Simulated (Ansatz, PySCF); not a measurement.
CdI, SMILES [Cd][I] (connectivity only; charge and spin as stated), neutral, multiplicity 2. Atoms are numbered in the order given.

```xyz
2

Cd     0.0000     0.0000    -1.4485
I      0.0000     0.0000     1.3075
```
Charge 0, spin multiplicity 2.

Geometry: B3LYP-D3(BJ)/def2-TZVP. The spin state was assumed, not searched. The def2 effective core potentials stand for the cores of Cd, I; spin–orbit coupling is left out.

Two levels are set side by side: PBE-D3(BJ)/def2-TZVP (Ansatz, a first-principles code) and B3LYP-D3(BJ)/def2-TZVP (Ansatz). Each level has its own optimised geometry; the coordinates shown are those of the second. Frequencies come from the Hessian of PySCF at each geometry. Differences are taken from unrounded values.

| quantity | B3LYP-D3(BJ) | PBE-D3(BJ) | PBE-D3(BJ) minus B3LYP-D3(BJ) |
|---|---|---|---|
| bond Cd1–I2 (Å) | 2.756 | 2.737 | -0.019 |
| highest harmonic wavenumber (cm⁻¹) | 151 | 155 | 4 |
| mean harmonic wavenumber (cm⁻¹) | 151 | 155 | 4 |
| zero-point energy (kcal/mol) | 0.22 | 0.22 | 0.01 |
